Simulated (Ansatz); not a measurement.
The same path of ClF3H3NTi (9 atoms, charge 0, multiplicity 1) was run twice with different band settings. Lost on the way: Ti1–Cl2, F8–H9. Made: Cl2–H9.

Computed with RKS PBE-D4/def2-SVP (Ansatz).

Relaxed end points:

```xyz
9
Properties=species:S:1:pos:R:3
Ti -0.065 -0.020 0.039
Cl 0.241 -0.092 2.324
F 1.549 -0.167 -0.591
F -0.707 1.483 -0.597
N -0.843 -1.539 -0.681
H -1.852 -1.710 -0.619
H -0.359 -2.252 -1.238
F -2.274 -0.031 1.080
H -1.751 -0.087 1.889
```

```xyz
9
Properties=species:S:1:pos:R:3
Ti -0.520 0.351 -0.429
Cl -0.366 -1.561 2.700
F 1.212 0.541 -0.212
F -1.110 1.225 -1.822
N -0.927 -1.437 -0.673
H -1.443 -1.872 -1.446
H -0.682 -2.118 0.059
F -1.291 0.894 1.099
H -0.934 -0.438 2.330
```

Common settings: movable images 7; climbing image yes; spring 5.0 eV/Å²; optimiser quadratic models (default); start path through a guess of the saddle point; iteration limit 60; end points relaxed.

| run | force threshold |
| --- | --- |
| 1 | 0.05 eV/Å |
| 2 | 0.5 eV/Å |

What does each run give, and how far can it be trusted?

Run 1: converged after 18 iterations, highest image 0.261 eV above the first end. A vibrational analysis at the climbing image gives one clearly imaginary mode, 254i cm⁻¹: a first-order saddle point.
Run 2: converged after 11 iterations, highest image 0.263 eV above the first end. The threshold of 0.5 eV/Å is loose, so the images may lie well off the minimum-energy path. Another band between the same ends (7 images) ends at a top of the same energy, where a vibrational analysis finds 1 clearly imaginary mode.
The orbitals stay closed-shell, which can raise the energy where a bond breaks towards radicals; this wasn't checked here.
